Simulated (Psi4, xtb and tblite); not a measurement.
Two geometries of Ge(OEt)4, SMILES CC[O][Ge]([O]CC)([O]CC)[O]CC, relaxed at GFN2-xTB with one dihedral held; other torsions can differ between them too.

Structure A

```
33

C      4.4471     1.9825     0.6907
C      3.5908     2.6773    -0.3557
O      2.9650     3.8428     0.1609
Ge     1.5244     3.9205     1.1535
O      1.7358     4.6528     2.7177
C      1.9411     6.0353     2.9729
C      3.3030     6.5143     2.4999
O      0.3937     4.9927     0.3298
C      0.1561     5.0456    -1.0656
C     -0.6400     3.8499    -1.5653
O      0.9959     2.2736     1.4190
C      0.0652     1.8439     2.4021
C     -1.3552     2.2878     2.0934
H      3.8119     1.6483     1.5077
H      5.1878     2.6737     1.0842
H      4.9510     1.1257     0.2507
H      2.8434     1.9790    -0.7437
H      4.2108     3.0326    -1.1864
H      1.8514     6.1361     4.0600
H      1.1519     6.6227     2.4943
H      3.3781     6.3712     1.4234
H      4.0891     5.9381     2.9812
H      3.4312     7.5677     2.7359
H     -0.4056     5.9728    -1.2249
H      1.1058     5.1116    -1.6073
H     -0.0786     2.9364    -1.3756
H     -0.8231     3.9440    -2.6327
H     -1.5907     3.7893    -1.0416
H      0.1370     0.7505     2.3967
H      0.3649     2.2152     3.3863
H     -2.0346     1.9138     2.8551
H     -1.6633     1.9106     1.1212
H     -1.3956     3.3753     2.0766
```

Structure B

```
33

C      4.8693     3.1655     1.3024
C      3.9678     2.9535     0.0971
O      2.9357     3.9245     0.0178
Ge     1.5351     4.0306     1.0625
O      1.7321     4.7660     2.6381
C      1.8303     6.1561     2.9072
C      3.1531     6.7439     2.4433
O      0.4059     5.0652     0.2143
C      0.1576     5.0675    -1.1829
C     -0.6050     3.8339    -1.6381
O      1.0669     2.3745     1.3803
C      0.1836     1.9353     2.4008
C     -1.2625     2.3054     2.1142
H      4.2791     3.0721     2.2123
H      5.3083     4.1597     1.2711
H      5.6625     2.4222     1.3097
H      3.5351     1.9493     0.1290
H      4.5351     3.0678    -0.8333
H      1.7318     6.2403     3.9952
H      1.0005     6.6880     2.4327
H      3.2391     6.6265     1.3645
H      3.9810     6.2234     2.9186
H      3.2001     7.8002     2.6956
H     -0.4323     5.9731    -1.3632
H      1.1018     5.1434    -1.7302
H     -0.0110     2.9465    -1.4264
H     -0.8003     3.8901    -2.7060
H     -1.5487     3.7587    -1.1034
H      0.3043     0.8466     2.4289
H      0.4897     2.3521     3.3648
H     -1.9072     1.9252     2.9026
H     -1.5744     1.8859     1.1609
H     -1.3525     3.3892     2.0661
```

Which is lower in energy at the level PBE0-D3(BJ)/def2-SVP // GFN2-xTB (Psi4), and by how much?

B is lower, by 3.62 kJ/mol (dihedral O5–Ge4–O3–C2: 120° in A, 80° in B).

E(B) − E(A) in kJ/mol at the other levels, on the same two geometries: GFN2-xTB (xtb and tblite) -4.49; PBE0/def2-SVP // GFN2-xTB (Psi4) -3.06; PBE/def2-SVP // GFN2-xTB (Psi4) -3.05; PBE-D3(BJ)/def2-SVP // GFN2-xTB (Psi4) -3.63.
